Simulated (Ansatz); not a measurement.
```yaml
crystal:
  periodic: [false, false, false]
  atoms:
    - {symbol: Cl, position_ang: [-2.312063, 1.355112, -0.316369]}
    - {symbol: Si, position_ang: [-0.645022, 0.374165, -1.038312]}
    - {symbol: Sn, position_ang: [0.772329, -0.449924, 0.932157]}
    - {symbol: H, position_ang: [-1.117731, -0.750796, -1.883617]}
    - {symbol: H, position_ang: [0.103513, 1.330820, -1.891572]}
    - {symbol: H, position_ang: [-0.142048, -1.511428, 1.904044]}
    - {symbol: H, position_ang: [2.151498, -1.279060, 0.359496]}
    - {symbol: H, position_ang: [1.281623, 0.874010, 1.878372]}
basis:
  gaussian: {orbitals: def2-mTZVPP}
hamiltonian: {xc: {name: HF}}
correlation: {method: mp2, frozen_orbitals: {Cl: 0}}
accuracy: high
scf: {lower_state_search: light}
output: {forces: true}
```

```sh
$ ansatz run in.yaml --threads 2 --pin off --events-out ev --progress --plain --max-ram 4352MiB
```

Shortened log:

```
Functional definition: HF
Error: "frozen_orbitals" has no count for Si
```

**Question.** Something in this input is off. What?

**Answer.** Frozen orbitals are typed for one element alone, and the program wants a count for each. The program refused the input.
